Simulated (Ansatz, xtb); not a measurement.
## Two isomers of C6H7BS

Structure X is `Bc1cc(C=C)cs1`, a singlet and structure Y is `Bc1csc(=C)c1=C`, a singlet. Both are isolated molecules in the gas phase, relaxed with r2SCAN-D4/def2-SVP; the shapes shown needn't be the lowest conformers.

X (Å):

```xyz
15

C    -1.0936    1.4751    0.7242
C    -0.6113    0.2415    1.1559
C     0.0115   -0.5424    0.1462
C     0.6049   -1.8685    0.3082
C     0.6701   -2.5736    1.4497
C    -0.0082    0.1302   -1.0777
B    -1.8074    2.5587    1.5187
S    -0.7586    1.6563   -0.9844
H    -2.0117    2.3764    2.6957
H    -2.1654    3.5841    0.9907
H    -0.7180   -0.0738    2.1965
H     1.0290   -2.3039   -0.6050
H     0.2655   -2.1939    2.3929
H     1.1345   -3.5625    1.4727
H     0.3991   -0.2360   -2.0224
```

Y (Å):

| atom | x (Å) | y (Å) | z (Å) |
| --- | --- | --- | --- |
| C | -0.3572 | 1.2475 | -0.3289 |
| C | 0.2278 | 1.6472 | 0.8498 |
| C | 0.0671 | -0.8679 | 0.8337 |
| C | 0.1390 | -2.1726 | 1.1546 |
| C | -0.4772 | -0.2245 | -0.3948 |
| C | -1.0090 | -0.9136 | -1.4281 |
| B | -0.7872 | 2.2848 | -1.3636 |
| S | 0.6736 | 0.3925 | 1.9465 |
| H | -0.6032 | 3.4562 | -1.1258 |
| H | -1.3047 | 1.9707 | -2.4099 |
| H | 0.4261 | 2.6837 | 1.1344 |
| H | -0.2358 | -2.9335 | 0.4657 |
| H | 0.5677 | -2.5110 | 2.1004 |
| H | -1.3930 | -0.3864 | -2.3040 |
| H | -1.0718 | -2.0044 | -1.4228 |

Quicker runs give these differences E(Y) − E(X): GFN2-xTB +48.0 kJ/mol; HF/STO-3G +54.7 kJ/mol (at GFN2-xTB geometries); r2SCAN-D4/def2-SVP//GFN2-xTB +69.8 kJ/mol.

Task: Estimate E(Y) − E(X) at the level CCSD(T)/def2-SVP + ΔMP2/def2-TZVPP.

Result: Calculated at CCSD(T)/def2-SVP + ΔMP2/def2-TZVPP: E(Y) − E(X) = +69.4 kJ/mol, so structure X lies lower.

Level by level:

```json
{"level": "GFN2-xTB", "geometry": "GFN2-xTB", "E(Y) − E(X) (kJ/mol)": "+48.0", "departure from the last row (kJ/mol)": "−21.4", "job, with rough time for the two": "optimisation, 0.24 s"}
{"level": "HF/STO-3G", "geometry": "GFN2-xTB", "E(Y) − E(X) (kJ/mol)": "+54.7", "departure from the last row (kJ/mol)": "−14.7", "job, with rough time for the two": "single point, 0.48 s"}
{"level": "r2SCAN-D4/def2-SVP//GFN2-xTB", "geometry": "GFN2-xTB", "E(Y) − E(X) (kJ/mol)": "+69.8", "departure from the last row (kJ/mol)": "+0.3", "job, with rough time for the two": "single point, 5.4 s"}
{"level": "r2SCAN-D4/def2-SVP", "geometry": "r2SCAN-D4/def2-SVP", "E(Y) − E(X) (kJ/mol)": "+68.9", "departure from the last row (kJ/mol)": "−0.6", "job, with rough time for the two": "optimisation, 34 s"}
{"level": "HF/def2-SVP", "geometry": "r2SCAN-D4/def2-SVP", "E(Y) − E(X) (kJ/mol)": "+68.2", "departure from the last row (kJ/mol)": "−1.2", "job, with rough time for the two": "part of the CCSD(T) run"}
{"level": "MP2/def2-SVP", "geometry": "r2SCAN-D4/def2-SVP", "E(Y) − E(X) (kJ/mol)": "+85.9", "departure from the last row (kJ/mol)": "+16.4", "job, with rough time for the two": "part of the CCSD(T) run"}
{"level": "CCSD(T)/def2-SVP", "geometry": "r2SCAN-D4/def2-SVP", "E(Y) − E(X) (kJ/mol)": "+67.3", "departure from the last row (kJ/mol)": "−2.1", "job, with rough time for the two": "single point"}
{"level": "CCSD(T)/def2-SVP + ΔMP2/def2-TZVPP", "geometry": "r2SCAN-D4/def2-SVP", "E(Y) − E(X) (kJ/mol)": "+69.4", "departure from the last row (kJ/mol)": "", "job, with rough time for the two": "single point, 2.2 min"}
```

As drawn, Y has 2 C=C, 2 C–S, 1 C–C in place of 3 C∷C, 2 C∷S (∷ is an aromatic bond). Structure X has a 5-membered ring (with an aromatic ring), Y a 5-membered ring.

The levels shown agree on the order. The largest departure from CCSD(T)/def2-SVP + ΔMP2/def2-TZVPP is that of GFN2-xTB, 21.4 kJ/mol. The last row adds to CCSD(T) the change of the MP2 difference between the two basis sets, here +2.1 kJ/mol.

With thermal terms from frequencies at re-optimised GFN2-xTB minima (ideal gas, soft modes damped towards free rotors, one conformer each, 298.15 K, 1 atm): on the last row, ΔE + ΔZPE = +67.6, ΔH = +67.5, ΔG = +68.5 kJ/mol.

The correlated steps freeze 12 core orbitals. Programs: Ansatz 0.2.0, xtb 6.7.1; the last row on 4 threads of Arm Neoverse V1 on a shared host.
